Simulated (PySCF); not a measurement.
Bond length, frequency and bond energy of BiSb⁺ by level of theory

State: ²Π (doublet), unpaired electrons π ↑. Set-up: PySCF, scalar-relativistic core potentials, basis sets Bi cc-pVDZ-PP with ECP60, Sb cc-pVDZ-PP with ECP28. De refers to Bi⁺ + Sb in their high-spin ground configurations, without counterpoise correction. The functionals are run spin-unrestricted. A positive dipole points towards Sb; it is taken about the centre of mass and depends on that origin. Levels whose curve was spin-contaminated or gave no clean fit are not listed.

```
      Level  Re (Å)  ωe (cm⁻¹)  De (eV)  μ (D)  CPU s a point (SCF and correlation, without the integrals)
   UHF-CCSD   2.704        207      n/a    n/a                                                         n/a
UHF-CCSD(T)   2.733        190      n/a    n/a                                                          12
        PBE   2.704        207      n/a   0.86                                                        0.97
     r²SCAN   2.676        217      n/a   0.75                                                           3
      B3LYP   2.690        213      n/a   0.88                                                         2.1
```

The bond length runs from 2.676 Å (r²SCAN) to 2.733 Å (UHF-CCSD(T)).

Correlated steps freeze 8 core orbitals. These are scalar-relativistic numbers at best; spin–orbit coupling would shift them, the dissociation energy most. The CCSD T1 diagnostic is raised, a sign that a single reference may not be enough here. The state is the lowest determinant that a PBE0 search found; another state may lie lower at other levels.

The whole job (state search and all levels along the bond) took about 4.6 min on 1 thread of Arm Neoverse N1 (shared host), peak memory 0.52 GiB.
